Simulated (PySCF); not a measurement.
PySCF 2.14 output of an unrestricted CAM-B3LYP calculation on a single atom or ion in def2-QZVPP with one added diffuse shell each of s, p, d, f, g type with the def2 core potential (28 electrons) (8s6p5d5f3g, 113 functions), with a scalar-relativistic core potential:

```
SCF conv_tol = 1e-09
number electrons alpha = 10  beta = 7
    T. Yanai, D. P. Tew, and N. C. Handy.,  Chem. Phys. Lett. 393, 51 (2004)
cycle= 1 E= -110.313938626903  delta_E= -0.00866  |g|= 0.0459  |ddm|= 0.181
cycle= 2 E= -110.314503363495  delta_E= -0.000565  |g|= 0.0421  |ddm|= 0.0871
cycle= 3 E= -110.315056507349  delta_E= -0.000553  |g|= 0.00432  |ddm|= 0.0218
cycle= 4 E= -110.315115505871  delta_E= -5.9e-05  |g|= 0.00101  |ddm|= 0.0291
cycle= 5 E= -110.315120692286  delta_E= -5.19e-06  |g|= 0.000244  |ddm|= 0.00959
cycle= 6 E= -110.315120980296  delta_E= -2.88e-07  |g|= 0.000106  |ddm|= 0.00158
cycle= 7 E= -110.315121058923  delta_E= -7.86e-08  |g|= 2.95e-05  |ddm|= 0.000712
cycle= 8 E= -110.315121063574  delta_E= -4.65e-09  |g|= 5.01e-06  |ddm|= 0.000198
cycle= 9 E= -110.315121063678  delta_E= -1.04e-10  |g|= 6.21e-07  |ddm|= 3.8e-05
converged SCF energy = -110.315121063678  <S^2> = 3.7513495  2S+1 = 4.0006747
```

The run itself started from symmetry-adapted Hartree-Fock orbitals and held the occupation by maximum overlap, on a logarithmic radial grid, so the iterations belong to that start.

Problem. Which element, charge and spin multiplicity is this?

Solution. Rh (rhodium, neutral), multiplicity 4; the state was [Kr] 4d8 5p1, one real determinant (an excited configuration).

⟨L²⟩ = 14.02 against 20 for a pure G term, so this real determinant mixes terms. Energies and moments cover only the electrons outside the core potential.
